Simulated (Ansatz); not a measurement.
Stepwise reaction of `Cl[Si](Cl)(Cl)[GeH3]` with hydrogen fluoride, as a gas-phase model of exchange steps in deposition or etching. ΔE in kJ/mol; ΔG adds harmonic PBE0-D4 terms to CCSD(T)/CBS, at 1 bar.

Program: Ansatz. Geometries: PBE0-D4/def2-TZVP. ΔE: electronic, gas phase. CCSD(T)/CBS adds triple-zeta CCSD(T) − MP2 to the extrapolated MP2 energy (def2 sets, frozen cores). This one scheme is used for every species. DFT in def2-TZVPP. B3LYP here is the variant with VWN-RPA as its local correlation; programs differ in this. For Ge outer-core shells are correlated without core-valence functions, which leaves a few kJ/mol of doubt a bond. Scalar relativity is left out up to krypton.

```
step                                                    reaction  PBE-D4  B3LYP-D4  ωB97M-V  CCSD(T)/CBS  ΔG(400 K)
   1  `Cl[Si](Cl)(Cl)[GeH3]` + H–F → `F[Si](Cl)(Cl)[GeH3]` + HCl   -36.0     -45.2    -44.7        -40.6      -49.5
   2    `F[Si](Cl)(Cl)[GeH3]` + H–F → `F[Si](F)(Cl)[GeH3]` + HCl   -38.9     -48.5    -47.9        -45.1      -50.4
```

Q: Give the row of step 3, `F[Si](F)(Cl)[GeH3]` + H–F → `F[Si](F)(F)[GeH3]` + HCl. (Best estimate.)

A: Ansatz gave: 
```csv
step,reaction,PBE-D4,B3LYP-D4,ωB97M-V,CCSD(T)/CBS,ΔG(400 K)
3,`F[Si](F)(Cl)[GeH3]` + H–F → `F[Si](F)(F)[GeH3]` + HCl,-41.6,-51.4,-50.7,-49.4,-50.7
```

Q: By hand: ΔE of the 3 steps together at CCSD(T)/CBS.

A: (-40.6) + (-45.1) + (-49.4) = -135.1 kJ/mol, or -45.0 kJ/mol a step.

In ΔE each step is lower than the one before. All are downhill at CCSD(T)/CBS. ΔG lies between -50.7 and -49.5 kJ/mol a step. PBE-D4 differs from CCSD(T)/CBS by 4.6 to 7.8 kJ/mol a step. Isolated molecules leave out the surface, adducts and barriers. Largest T1 diagnostic: 0.012.
